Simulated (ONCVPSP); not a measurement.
How hard is this Sb (Z = 51) ONCV potential?

Sb (Z = 51), optimised norm-conserving Vanderbilt (ONCV), made with ONCVPSP 4.0.1 (PBEsol, scalar-relativistic). Core [Kr] 4d10, reference 5s2 5p3. Waves: 5s: rc 2.05 bohr, ncon 5, nbas 10, qcut 3.4 1/bohr, 2 projectors, debl 1.4 Ha; 5p: rc 2.40 bohr, ncon 3, nbas 6, qcut 3.3 1/bohr, 1 projector; d scattering state at 0.06 Ha: rc 2.15 bohr, ncon 4, nbas 9, qcut 3.7 1/bohr, 1 projector. Local part: polynomial inside 1.70 bohr (lpopt 5, dvloc0 0 Ha). Core correction: Teter function, fcfact 2.25, rcfact 1.15.

Question: For each optimised wave give the share of its norm inside rc, the residual kinetic energy above qcut (Ha) and the cutoffs (Ha) for errors of 10, 1, 0.1 and 0.01 mHa per electron.

Answer:

```
         wave  norm inside rc  residual KE  10 mHa  1 mHa  0.1 mHa  0.01 mHa
           5s           0.458      2.8e-03     4.6   10.5     56.0      69.4
s projector 2           0.216      7.6e-03     5.6   13.7     78.0      91.9
           5p           0.374      4.3e-04     1.5    4.5     15.4      27.2
d projector 1           0.013      1.5e-03     0.9    8.8     60.8      70.8
```

The occupied waves need 10 Ha and 56 Ha for 1 and 0.1 mHa. Note: no bound ghost flagged; GHOST(+) flagged for s at 33.1 eV.
